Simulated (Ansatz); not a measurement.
Born–Oppenheimer molecular dynamics of BCl₂H₃O (7 atoms, charge 0, multiplicity 1). It starts at the highest image of a converged band. Of that band: Neighbouring images differ by up to 2.0 eV, so the band resolves the path poorly. A vibrational analysis at the climbing image gives one clearly imaginary mode, 1441i cm⁻¹: a first-order saddle point.

Theory: RKS B3LYP-D4/def2-SVP in Ansatz.

```yaml
ensemble: NVE (velocity Verlet)
time_step: 0.5 fs
steps_asked: 200
starting_velocities_drawn_for: 100 K
seed: 2174
```

First frame:

```xyz
7
Properties=species:S:1:pos:R:3
B 0.050 0.145 0.131
O -0.070 0.074 1.665
H -1.002 0.168 1.920
Cl 1.258 -0.989 -0.540
Cl -1.558 0.287 -0.681
H 0.612 1.396 0.156
H 0.377 1.138 1.135
```

(1) How far do the bonds stretch over the last three quarters of this one trajectory? (Pairs bonded in most of those frames.)

Answers

(1) 
| bond | mean (Å) | spread (Å) | shortest | longest |
| --- | --- | --- | --- | --- |
| B1–Cl4 | 1.787 | 0.046 | 1.71 | 1.85 |
| B1–Cl5 | 1.793 | 0.073 | 1.66 | 1.90 |
| B1–H6 | 1.200 | 0.030 | 1.15 | 1.25 |
| O2–H3 | 0.971 | 0.017 | 0.93 | 1.01 |
| O2–H7 | 0.984 | 0.045 | 0.91 | 1.06 |

Pairs bonded in part of these frames only: B1–O2 7 %.

Mean temperature of the second half: 881 K. The conserved energy stayed within 0.39 meV per atom of its start (net change -0.019 meV per atom), so the integration is sound. The kinetic energy rose, since the run started high on the potential surface and went downhill. It ends in pieces (BCl2H + H2O), so much of that is their flight and rotation, not heat. A run of 0.1 ps of so small a system gives no equilibrium averages. The orbitals stay closed-shell, which can raise the energy where a bond breaks towards radicals; this wasn't checked here.

Run time: 9.3 min on 1 thread of Arm Neoverse V1, on a shared host, peak memory 0.15 GiB.
